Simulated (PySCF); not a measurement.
# Levels of Zr¹¹⁺ from EOM-EA-GCCSD

Reference: closed-shell Zr¹²⁺, [Ar] 3d10; one electron is added. Calculated with PySCF 2.14, two-component X2C-1e with screened spin-orbit coupling, an even-tempered Gaussian basis (20 s from 0.27 bohr⁻², ratio 2.6; 15 p from 0.35 bohr⁻², ratio 2.6; 10 d from 0.35 bohr⁻², ratio 2.6; 6 f from 0.36 bohr⁻², ratio 2.8); frozen [Ar]; the 96 highest virtual spinors dropped; of the others 70 kept and the rest restored at second order. No Breit or QED terms. Binding energies in eV.

| level | Koopmans | second order | EOM-CCSD |
| --- | --- | --- | --- |
| 4s1/2 | 234.77 | 235.93 | 235.87 |
| 4p1/2 | 209.57 | 210.59 | 210.55 |
| 4p3/2 | 206.77 | 207.75 | 207.71 |

Electric-dipole lines between these computed levels:

```csv
lower,upper,ΔE (eV),vacuum wavelength (nm)
4s1/2,4p1/2,25.325,48.96
4s1/2,4p3/2,28.160,44.03
```

For comparison, the ionisation energy of Zr¹¹⁺ is 236.25 eV (measured; NIST Atomic Spectra Database, ionization energies).
